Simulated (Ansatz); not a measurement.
Consider the cleavage of the Sb–Ge bond: `[GeH3][SbH2]` + `C=N` → `C=[N][SbH2]` + GeH₄.

Gas-phase electronic energies from Ansatz, PBE0-D4/def2-TZVP geometries. CCSD(T)/CBS adds triple-zeta CCSD(T) − MP2 to the extrapolated MP2 energy (def2 sets, frozen cores). This one scheme is used for every species. Functionals use def2-TZVPP. Elements past krypton have def2 core potentials. For Ge, Sb outer-core shells are correlated without core-valence functions, which leaves a few kJ/mol of doubt a bond. Scalar relativity is left out up to krypton.

| species | r2SCAN energy (Eh) |
| --- | --- |
| `[GeH3][SbH2]` | -2320.33445 |
| `C=N` | -94.60833 |
| `C=[N][SbH2]` | -335.54190 |
| GeH₄ | -2079.37462 |

Question: Work out ΔE.

Answer: ΔE = (-335.54190) + (-2079.37462) − (-2320.33445) − (-94.60833) = 0.02626 Eh = +16.5 kcal/mol. CCSD(T)/CBS gives +16.8 kcal/mol.

Question: What do rigid-rotor, harmonic-oscillator terms from PBE0-D4/def2-TZVP frequencies (298.15 K, 1 bar) make of the CCSD(T)/CBS value? (Best estimate.)

Answer: Ansatz gave: ΔZPE = -2.3 kcal/mol, ΔH = +14.4 kcal/mol, ΔS = -29 J/(mol·K), ΔG = +16.4 kcal/mol.

Largest T1 diagnostic among the species: 0.015.

In def2-TZVPP, CCSD(T) changes the Hartree–Fock value by −1.0 kcal/mol (the triples alone add −0.6 kcal/mol) and MP2 by −1.0 kcal/mol. From PBE to PBE0 (25 % exact exchange), in def2-TZVPP and without D4, ΔE moves by +1.5 kcal/mol.
